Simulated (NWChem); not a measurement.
C₃H₈N, doublet; SMILES CC(C)[NH]

```xyz
12

C      0.8167     1.1426     0.1064
C     -0.0948    -0.0103    -0.3299
C      0.4499    -1.3664     0.0962
N     -1.4378     0.1598     0.1503
H      1.8376     1.0030    -0.2801
H      0.8727     1.1921     1.2052
H      0.4438     2.1117    -0.2614
H     -0.1360     0.0160    -1.4433
H      1.4470    -1.5538    -0.3306
H      0.5270    -1.4175     1.1937
H     -0.2268    -2.1698    -0.2290
H     -1.7315     1.1038    -0.1424
```
Atoms are numbered in this order, from 1.

Computed with NWChem. Pople sets run with spherical d functions. Spin-unrestricted. Geometry: optimised at PBE0/def2-SVP, spin-unrestricted. No stability test was run on the SCF state.

**Question.** Order these by “lowest empty minus highest occupied level, either spin (eV)”, lowest first: B3LYP/6-311G**; B3LYP/6-311++G**; B3LYP/6-31G*; B3LYP/STO-3G.

**Answer.** B3LYP/6-311++G** (4.59), B3LYP/6-311G** (4.74), B3LYP/6-31G* (4.83), B3LYP/STO-3G (5.42)
